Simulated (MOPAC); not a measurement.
MOPAC input (PM7):

```
PM7 1SCF UHF MS=0.5 GEO-OK AUX(PRECISION=9) THREADS=1
C2H6GeI

C     1.35368800 1   -1.80749700 1    1.18633100 1
Ge   -0.23577800 1   -1.19442900 1    0.17033000 1
C    -1.83084500 1   -1.15570900 1    1.34879200 1
I     0.22335400 1    1.23006000 1   -0.55681200 1
H     1.20013000 1   -2.83724400 1    1.51047300 1
H     2.24571100 1   -1.74760200 1    0.56710200 1
H     1.47442100 1   -1.16464400 1    2.05981900 1
H    -1.60402600 1   -0.53456900 1    2.21686700 1
H    -2.06227300 1   -2.16951800 1    1.67690700 1
H    -2.68388700 1   -0.73864600 1    0.81858900 1
```

Output:

```
 *******************************************************************************
 **                                                                           **
 **                              MOPAC v23.2.5                                **
 **                                                                           **
 *******************************************************************************
 ** MOPAC's Digital Object Identifier: https://doi.org/10.5281/zenodo.6511958 **
 **                                                                           **
 ** Please cite the open-source release paper for use of this MOPAC version:  **
 ** J. E. Moussa and J. J. P. Stewart (2026)                                  **
 ** MOPAC: An open-source semiempirical molecular orbital program             **
 ** J. Open Source Softw., 11(119), 8025, https://doi.org/10.21105/joss.08025 **
 *******************************************************************************

                              PM7 CALCULATION RESULTS

 *******************************************************************************
 *  PM7        - The PM7 Hamiltonian to be used
 *  GEO-OK     - OVERRIDE INTERATOMIC DISTANCE AND OTHER SAFETY CHECKS
 *  UHF        - UNRESTRICTED HARTREE-FOCK CALCULATION
 *  MS=        - IN MECI, MAGNETIC COMPONENT OF SPIN =  0.5
 *  1SCF       - DO 1 SCF AND THEN STOP
 *  AUX        - OUTPUT AUXILIARY INFORMATION
 *******************************************************************************
PM7 1SCF UHF MS=0.5 GEO-OK AUX(PRECISION=9) THREADS=1
 C2H6GeI

   ATOM   CHEMICAL          X               Y               Z
  NUMBER   SYMBOL      (ANGSTROMS)     (ANGSTROMS)     (ANGSTROMS)

     1       C          1.35368800  *  -1.80749700  *   1.18633100  *
     2      Ge         -0.23577800  *  -1.19442900  *   0.17033000  *
     3       C         -1.83084500  *  -1.15570900  *   1.34879200  *
     4       I          0.22335400  *   1.23006000  *  -0.55681200  *
     5       H          1.20013000  *  -2.83724400  *   1.51047300  *
     6       H          2.24571100  *  -1.74760200  *   0.56710200  *
     7       H          1.47442100  *  -1.16464400  *   2.05981900  *
     8       H         -1.60402600  *  -0.53456900  *   2.21686700  *
     9       H         -2.06227300  *  -2.16951800  *   1.67690700  *
    10       H         -2.68388700  *  -0.73864600  *   0.81858900  *

          CARTESIAN COORDINATES

    NO.       ATOM           X           Y           Z

     1         C          1.3537     -1.8075      1.1863
     2        Ge         -0.2358     -1.1944      0.1703
     3         C         -1.8308     -1.1557      1.3488
     4         I          0.2234      1.2301     -0.5568
     5         H          1.2001     -2.8372      1.5105
     6         H          2.2457     -1.7476      0.5671
     7         H          1.4744     -1.1646      2.0598
     8         H         -1.6040     -0.5346      2.2169
     9         H         -2.0623     -2.1695      1.6769
    10         H         -2.6839     -0.7386      0.8186

 General Reference for PM7:
 "Optimization of Parameters for Semiempirical Methods VI: More Modifications to the
 NDDO Approximations and Re-optimization of Parameters", J. J. P. Stewart, J. Mol. Mod., 1:32, 19 (2013)
 https://link.springer.com/article/10.1007/s00894-012-1667-x

           Empirical Formula: C2 H6 Ge I  =    10 atoms

      MOLECULAR POINT GROUP   :   Cs

          UHF CALCULATION, NO. OF ALPHA ELECTRONS =   13
                           NO. OF BETA  ELECTRONS =   12

 -------------------------------------------------------------------------------
 PM7 1SCF UHF MS=0.5 GEO-OK AUX(PRECISION=9) THREADS=1
 C2H6GeI

     1SCF WAS SPECIFIED, SO BFGS WAS NOT USED
     SCF FIELD WAS ACHIEVED

                              PM7 CALCULATION
                                                       MOPAC v23.2.5 Linux

          FINAL HEAT OF FORMATION =          8.47503 KCAL/MOL =      35.45953 KJ/MOL

          COSMO AREA              =        144.81 SQUARE ANGSTROMS
          COSMO VOLUME            =        142.34 CUBIC ANGSTROMS

          IONIZATION POTENTIAL    =          8.501535 EV
          ALPHA SOMO LUMO (EV)    =         -8.502 -0.472
          BETA  SOMO LUMO (EV)    =         -9.106 -2.353
          NO. OF ALPHA ELECTRONS  =         13
          NO. OF BETA  ELECTRONS  =         12
          MOLECULAR WEIGHT        =        229.5639         POINT GROUP:  Cs

          MOLECULAR DIMENSIONS (Angstroms)

            Atom       Atom       Distance
            H    10    H     6     5.03807
            H     9    I     4     4.35793
           Ge     2    H     7     1.89700

          SCF CALCULATIONS        =          1

   ATOM   CHEMICAL          X               Y               Z
  NUMBER   SYMBOL      (ANGSTROMS)     (ANGSTROMS)     (ANGSTROMS)

     1       C          1.35368800  *  -1.80749700  *   1.18633100  *
     2      Ge         -0.23577800  *  -1.19442900  *   0.17033000  *
     3       C         -1.83084500  *  -1.15570900  *   1.34879200  *
     4       I          0.22335400  *   1.23006000  *  -0.55681200  *
     5       H          1.20013000  *  -2.83724400  *   1.51047300  *
     6       H          2.24571100  *  -1.74760200  *   0.56710200  *
     7       H          1.47442100  *  -1.16464400  *   2.05981900  *
     8       H         -1.60402600  *  -0.53456900  *   2.21686700  *
     9       H         -2.06227300  *  -2.16951800  *   1.67690700  *
    10       H         -2.68388700  *  -0.73864600  *   0.81858900  *

                             CARTESIAN COORDINATES

   1    C        1.353688000    -1.807497000     1.186331000
   2   Ge       -0.235778000    -1.194429000     0.170330000
   3    C       -1.830845000    -1.155709000     1.348792000
   4    I        0.223354000     1.230060000    -0.556812000
   5    H        1.200130000    -2.837244000     1.510473000
   6    H        2.245711000    -1.747602000     0.567102000
   7    H        1.474421000    -1.164644000     2.059819000
   8    H       -1.604026000    -0.534569000     2.216867000
   9    H       -2.062273000    -2.169518000     1.676907000
  10    H       -2.683887000    -0.738646000     0.818589000

           Empirical Formula: C2 H6 Ge I  =    10 atoms

      MOLECULAR POINT GROUP   :   Cs

          ALPHA EIGENVALUES
 -24.90847 -24.64789 -23.34406 -15.77469 -14.76547 -14.58157 -14.32601 -14.23873
 -11.29535 -10.41494  -9.69341  -9.10944  -8.50154  -0.47232  -0.19589   0.94063
   5.27784   5.30145   5.34942   5.36311   6.45925   6.51348 124.67480 124.77177
 124.81901 124.94371 124.97388

           BETA EIGENVALUES
 -24.92564 -24.60034 -23.18081 -15.46018 -14.57609 -14.48229 -14.28970 -14.14957
 -11.09926 -10.00243  -9.28794  -9.10574  -2.35306  -0.26345   0.11755   0.79466
   5.30506   5.32330   5.35990   5.37446   6.46931   6.52200 124.88023 124.91151
 125.07140 125.14513 125.16386

              NET ATOMIC CHARGES AND DIPOLE CONTRIBUTIONS

  ATOM NO.   TYPE          CHARGE      No. of ELECS.   s-Pop       p-Pop       d-Pop
    1          C          -0.543376        4.5434     1.05578     3.48759
    2         Ge           0.248169        3.7518     1.27089     2.48094
    3          C          -0.543376        4.5434     1.05578     3.48759
    4          I          -0.206564        7.2066     1.85370     5.34868     0.00418
    5          H           0.171758        0.8282     0.82824
    6          H           0.175244        0.8248     0.82476
    7          H           0.175572        0.8244     0.82443
    8          H           0.175572        0.8244     0.82443
    9          H           0.171758        0.8282     0.82824
   10          H           0.175244        0.8248     0.82476
 DIPOLE           X         Y         Z       TOTAL
 POINT-CHG.    -0.447    -2.567     1.541     3.027
 HYBRID        -0.066    -0.479     0.638     0.801
 SUM           -0.512    -3.046     2.180     3.780

          ATOMIC ORBITAL ELECTRON POPULATIONS

     Atom    s        px        py        pz      x^2-y^2     xz        z^2       yz        xy
    1  C   1.05578   1.14212   1.18626   1.15922
    2 Ge   1.27089   0.86490   0.68148   0.93457
    3  C   1.05578   1.14382   1.19527   1.14850
    4  I   1.85370   1.95866   1.47723   1.91279   0.00160   0.00016   0.00054   0.00107   0.00081
    5  H   0.82824
    6  H   0.82476
    7  H   0.82443
    8  H   0.82443
    9  H   0.82824
   10  H   0.82476

                    (SZ)    =    0.500000
                    (S**2)  =    0.752271

          ATOMIC ORBITAL SPIN POPULATIONS

    Atom   Total    s     px     py     pz   x^2-y^2  xz     z^2    yz     xy
         Atomic
    1  C  0.0297  0.000  0.011  0.000  0.018
    2 Ge  0.8399  0.113  0.028  0.152  0.547
    3  C  0.0297  0.000  0.007  0.002  0.021
    4  I  0.0786  0.001  0.002  0.045  0.030  0.000  0.000  0.000  0.000  0.000
    5  H -0.0006 -0.001
    6  H -0.0007 -0.001
    7  H  0.0123  0.012
    8  H  0.0123  0.012
    9  H -0.0006 -0.001
   10  H -0.0007 -0.001

 **********************
 *                    *
 * JOB ENDED NORMALLY *
 *                    *
 **********************

 == MOPAC DONE ==
```

The geometry given is a B3LYP-D3(BJ)/def2-TZVP minimum.
